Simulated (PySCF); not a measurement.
# Spin states of BiH

Unrestricted PBE0; basis Bi cc-pVTZ-PP with ECP60, H cc-pVTZ; scalar-relativistic core potentials; PySCF 2.14. Outer shells of the fragments: Bi 5d10 6s2 6p3; H 1s1.

Followed along the bond (rough minima from three points):

```
2Ms+1    unpaired  ⟨S²⟩ at the start  R at minimum (Å)  Te (eV)
    3        π ↑↑               2.01              1.80     0.00
    1        π ↑↓               1.01              1.80     0.32
    1        none               0.00              1.80     1.23
    5  σ ↑↑, π ↑↑               6.00  none in the scan   ≤ 4.67
```

Solutions found at the starting distance of 1.780 Å, counted from the lowest of them; the search is not exhaustive and high or unbound solutions are not listed, so other states can lie among these:

```tsv
2Ms+1	unpaired	term	E (eV)	⟨S²⟩	⟨Lz²⟩	μ (D)
3	π ↑↑	³Σ⁻	0.00	2.01	0.00	-0.64
1	π ↑↓	mixed	0.32	1.01	2.02	-0.62
1	none	mixed	1.23	0.00	2.01	-0.61
3	σ ↑, π ↑	³Π	3.70	2.01	1.01	0.72
1	σ ↓, π ↑	mixed	3.88	1.01	1.01	0.73
3	σ ↑, π ↑	³Π	4.65	2.01	1.00	-0.62
1	σ ↓, π ↑	mixed	4.83	1.01	1.00	-0.51
5	σ ↑↑, π ↑↑	⁵Σ⁻	5.44	6.00	0.00	0.83
3	σ ↑↑, π ↑↓	mixed	6.19	3.01	2.02	0.92
1	σ ↓↓, π ↑↑	mixed	6.31	2.00	0.00	0.99
```

A term symbol is given only where ⟨S²⟩ and ⟨Lz²⟩ are close to those of a pure state; real π, δ and φ orbitals otherwise mix terms. A positive dipole means Bi(−)H(+).

These are scalar-relativistic numbers at best; spin–orbit coupling would shift them, the dissociation energy most. Counting both spins, an empty level lies below a filled one in some of these solutions, because spin and occupation are held.
